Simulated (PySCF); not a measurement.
A structure optimised at PBE-D3(BJ)/def2-SVP, used in a PySCF frequency run:

```xyz
16

C     -1.0973     1.5967     0.0000
C     -0.1498     0.4138     0.0000
C     -0.8677    -0.9262     0.0000
O      0.0738    -1.9846     0.0000
C      1.1547     0.5204    -0.7577
C      1.1547     0.5204     0.7577
H     -1.7528     1.5905    -0.8973
H     -1.7528     1.5905     0.8973
H     -0.5393     2.5539     0.0000
H     -1.5352    -0.9679    -0.8990
H     -1.5352    -0.9679     0.8990
H     -0.4213    -2.8212     0.0000
H      1.5227    -0.3896    -1.2552
H      1.3668     1.4639    -1.2857
H      1.3668     1.4639     1.2857
H      1.5227    -0.3896     1.2552
```

**Question.** Write its SMILES, formula and point group.

**Answer.** CC1(CO)CC1, C5H10O, Cs

**Question.** What are its rotational constants (standard atomic weights)?

**Answer.** 5.0912, 3.1166, 2.3581 GHz
